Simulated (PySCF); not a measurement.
## Exercise with solution: dipole moment from atomic charges

BHBr2, SMILES B(Br)Br. Atoms are numbered in the order given.

```xyz
4

B      0.0000     0.0000    -0.8405
H      0.0000     0.0000    -2.0326
Br     0.0000    -1.6595     0.0891
Br     0.0000     1.6595     0.0891
```
Charge 0, spin multiplicity 1.

Geometry optimised at PBE-D3(BJ)/def2-TZVP.

Charges (e) from M06-2X/def2-TZVPD in PySCF:

```tsv
atom	IAO	ESP fit
B1	-0.070	0.025
H2	0.037	0.043
Br3	0.016	-0.034
Br4	0.016	-0.034
```

The dipole moment of the full density is 0.49 D.

Q: What dipole moment does each set of point charges give, and which comes closer to that of the density?

A: 
μ = Σ q r, and 1 e Å = 4.8032 D.
IAO: Σ q r = (0.000, 0.000, -0.014) e Å, |μ| = 0.06 D.
ESP fit: Σ q r = (0.000, 0.000, -0.114) e Å, |μ| = 0.55 D.
ESP fit comes closer in size. Point charges leave out the atoms' own dipoles (lone pairs, polarised bonds); fits to the potential absorb them, partitions of the density don't.
